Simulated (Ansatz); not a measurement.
Consider the ligand exchange at the Si–C bond: `OC(F)(F)[SiH3]` + `[NH2][Al]([NH2])[OH]` → `[NH2][Al]([NH2])[O][SiH3]` + `OC(F)F`.

Program: Ansatz. Geometries: PBE0-D4/def2-TZVP. ΔE: electronic, gas phase. CBS: MP2 limit from def2 TZ/QZ plus the TZ coupled-cluster correction, frozen cores. This one scheme is used for every species. Functionals use def2-TZVPP. Each species was taken in one conformer, which may not be the lowest.

CCSD(T)/CBS gives -145.9 kJ/mol.

Another level gave -150.6 kJ/mol. Which?
A. CCSD(T)/def2-TZVPP
B. HF/def2-TZVPP
C. PBE0/def2-TZVPP
D. SCS-MP2/def2-TZVPP

A. CCSD(T)/def2-TZVPP -150.6, PBE0 -141.0, SCS-MP2/def2-TZVPP -157.5, HF/def2-TZVPP -177.9 kJ/mol.

Largest T1 diagnostic among the species: 0.013.

In def2-TZVPP, CCSD(T) changes the Hartree–Fock value by +27.4 kJ/mol (the triples alone add +4.2 kJ/mol) and MP2 by +23.6 kJ/mol. From PBE to PBE0 (25 % exact exchange), in def2-TZVPP and without D4, ΔE moves by −12.2 kJ/mol.
